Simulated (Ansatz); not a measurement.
Ansatz results at the PBE0-D4/def2-TZVP geometry: HOMO energy (B3LYP/def2-TZVPP) -8.67 eV; size of the dipole moment (ωB97M-V/def2-TZVPP) 2.53 D; LUMO energy (PBE0/def2-TZVPP) -2.91 eV.

Each molecule was computed in one conformer, which needn't be the lowest.

Question: Which molecule gave them?
A. `[SH][Ti]([Cl])([Cl])[Cl]`
B. `[SH][Ti]([SH])([Cl])[Cl]`
C. `[OH][Ti]([F])([F])[Br]`
D. `[F][Ti]([F])([Cl])[SeH]`

Answer: C. The others give `[SH][Ti]([SH])([Cl])[Cl]`: -7.86, 0.85, -3.36; `[F][Ti]([F])([Cl])[SeH]`: -7.69, 0.87, -3.30; `[SH][Ti]([Cl])([Cl])[Cl]`: -8.06, 0.86, -3.62.

B3LYP here is the variant with VWN-RPA as its local correlation; programs differ in this.
